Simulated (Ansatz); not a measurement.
Al₁₄N₁₄H₃₄⁺, a nanocrystal cut from wurtzite AlN (hydrogen-capped). Charge 1, multiplicity 2. Geometry PBE-D4/def2-SVP, that of the neutral singlet; atoms count from 1.

```xyz
62

N    -4.073    0.861   -0.533
Al   -3.721   -0.423   -2.004
Al   -3.099   -2.395    0.421
N    -2.363   -1.496   -1.153
Al   -2.570    1.951    0.053
N    -1.973    2.685   -1.668
Al   -1.840   -0.071    2.156
N    -1.768   -1.951    1.833
N    -1.172    0.769    0.577
Al   -0.764   -0.554   -0.736
Al   -0.130    2.267   -2.154
N    -0.103    0.350   -2.320
Al   -0.046   -2.675    1.391
N     0.590   -1.723   -0.130
Al    0.891   -3.151   -1.417
Al    1.642   -0.238   -2.871
N     1.625   -2.174   -3.002
N    -0.538    0.301    3.585
Al    0.417    1.779    1.012
N     1.027    2.593   -0.652
Al    1.313   -0.233    3.224
N     1.152   -2.151    2.875
N     1.789    0.582    1.590
Al    2.197   -0.759    0.280
Al    2.830    2.102   -1.126
N     2.729    0.195   -1.343
Al    3.392    1.570    2.121
N     3.956    2.447    0.415
H    -4.881    1.459   -0.768
H    -4.412    0.258    0.246
H    -5.051   -1.220   -2.408
H    -3.047    0.510   -3.174
H    -4.438   -1.572    0.842
H    -3.186   -3.983    0.234
H    -2.070   -2.278   -1.772
H    -2.957    3.167    1.014
H    -2.540    2.239   -2.419
H    -2.159    3.696   -1.742
H    -3.268    0.514    2.600
H    -2.143   -2.465    2.650
H     0.259    3.097   -3.463
H    -0.783    0.149   -3.077
H    -0.028   -4.269    1.249
H    -0.545   -3.676   -1.959
H     2.056   -4.169   -0.987
H     2.145    0.394   -4.253
H     1.095   -2.463   -3.840
H     2.580   -2.520   -3.183
H    -0.874   -0.076    4.485
H    -0.530    1.328    3.728
H     0.064    2.927    2.088
H     1.034    3.617   -0.498
H     2.241    0.051    4.496
H     0.918   -2.680    3.730
H     2.099   -2.490    2.623
H     3.385   -1.744    0.745
H     3.406    2.888   -2.397
H     3.689   -0.124   -1.564
H     3.003    2.797    3.090
H     4.596    0.560    2.475
H     4.029    3.463    0.580
H     4.926    2.159    0.207
```

Single mean-field runs in def2-SVP are fitted with def2-universal-jkfit.

(1) Estimate the Mulliken populations of the heavy atoms from the PBE0/def2-SVP orbitals of Ansatz.

(2) Where does the spin sit?

(3) And the Mayer bond orders between bonded heavy atoms (over 0.3)?

Results:

(1) 
```
atom  charge (e)  spin (α − β)
  N1       -0.55          0.00
 Al2        0.48          0.01
 Al3        0.53          0.03
  N4       -0.79          0.01
 Al5        0.74          0.00
  N6       -0.55          0.00
 Al7        0.67          0.00
  N8       -0.81          0.00
  N9       -1.05          0.01
Al10        0.98         -0.01
Al11        0.72          0.00
 N12       -0.81          0.00
Al13        0.71          0.00
 N14       -1.04          0.05
Al15        0.46          0.02
Al16        0.75          0.00
 N17       -0.54          0.00
 N18       -0.55          0.00
Al19        0.60          0.00
 N20       -0.82          0.00
Al21        0.77          0.00
 N22       -0.55          0.01
 N23       -1.05          0.01
Al24        0.63         -0.01
Al25        0.73          0.00
 N26       -0.82          0.01
Al27        0.51          0.03
 N28       -0.54          0.00
```
Mulliken values and Mayer orders depend strongly on the basis.

(2) Summed by element: N 0.12, Al 0.08, H 0.80, of 1 unpaired in all. Largest on single atoms: H59 0.13, H34 0.12, H60 0.12.

(3) N1–Al2 0.61 (1.98 Å); N1–Al5 0.65 (1.95 Å); Al2–N4 0.66 (1.93 Å); Al3–N4 0.65 (1.96 Å); Al3–N8 0.61 (1.99 Å); N4–Al10 0.73 (1.90 Å); Al5–N6 0.64 (1.96 Å); Al5–N9 0.67 (1.90 Å); N6–Al11 0.63 (1.95 Å); Al7–N8 0.70 (1.91 Å); Al7–N9 0.70 (1.91 Å); Al7–N18 0.61 (1.97 Å); N8–Al13 0.68 (1.92 Å); N9–Al10 0.71 (1.91 Å); N9–Al19 0.64 (1.93 Å); Al10–N12 0.70 (1.94 Å); Al10–N14 0.68 (1.89 Å); Al11–N12 0.65 (1.92 Å); Al11–N20 0.66 (1.92 Å); N12–Al16 0.66 (1.92 Å); Al13–N14 0.71 (1.90 Å); Al13–N22 0.60 (1.98 Å); N14–Al15 0.64 (1.95 Å); N14–Al24 0.64 (1.92 Å); Al15–N17 0.61 (2.00 Å); Al16–N17 0.64 (1.94 Å); Al16–N26 0.67 (1.92 Å); N18–Al21 0.62 (1.96 Å); Al19–N20 0.69 (1.95 Å); Al19–N23 0.68 (1.91 Å); N20–Al25 0.66 (1.93 Å); Al21–N22 0.62 (1.96 Å); Al21–N23 0.75 (1.89 Å); N23–Al24 0.67 (1.92 Å); N23–Al27 0.62 (1.96 Å); Al24–N26 0.67 (1.96 Å); Al25–N26 0.67 (1.92 Å); Al25–N28 0.64 (1.94 Å); Al27–N28 0.62 (2.00 Å).
